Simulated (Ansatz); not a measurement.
## From S to Te: the HOMO–LUMO gap

One atom is swapped for its congeners: C2H3F3S `CSC(F)(F)F`; Se(CF3)(CH3); Te(CF3)(CH3). All are singlets with charge 0.

Shapes, held fixed at every level: PBE0-D4/def2-TZVP. Programs: Ansatz 0.2.0. Values in eV.

```json
{"level": "PBE-D4/def2-TZVPP", "C2H3F3S": "5.26", "Se(CF3)(CH3)": "4.49", "Te(CF3)(CH3)": "3.34"}
{"level": "r2SCAN-D4/def2-TZVPP", "C2H3F3S": "5.82", "Se(CF3)(CH3)": "4.98", "Te(CF3)(CH3)": "3.75"}
{"level": "B3LYP-D4/def2-TZVPP", "C2H3F3S": "7.08", "Se(CF3)(CH3)": "6.13", "Te(CF3)(CH3)": "4.78"}
{"level": "BHLYP-D4/def2-TZVPP", "C2H3F3S": "9.79", "Se(CF3)(CH3)": "8.64", "Te(CF3)(CH3)": "7.03"}
{"level": "PBE0-D4/def2-TZVPP", "C2H3F3S": "7.60", "Se(CF3)(CH3)": "6.63", "Te(CF3)(CH3)": "5.24"}
{"level": "r2SCAN0-D4/def2-TZVPP", "C2H3F3S": "7.96", "Se(CF3)(CH3)": "6.95", "Te(CF3)(CH3)": "5.50"}
{"level": "wB97M-V/def2-TZVPP", "C2H3F3S": "11.82", "Se(CF3)(CH3)": "10.79", "Te(CF3)(CH3)": "9.24"}
```

At wB97M-V/def2-TZVPP the HOMO–LUMO gap falls at every step, from 11.82 to 9.24 eV. Every level shows the same order. For atoms past krypton def2 sets carry core potentials with scalar relativity. Relativity is left out for Se unless named. Orbital gaps aren't excitation energies, and the LUMO depends on the basis.
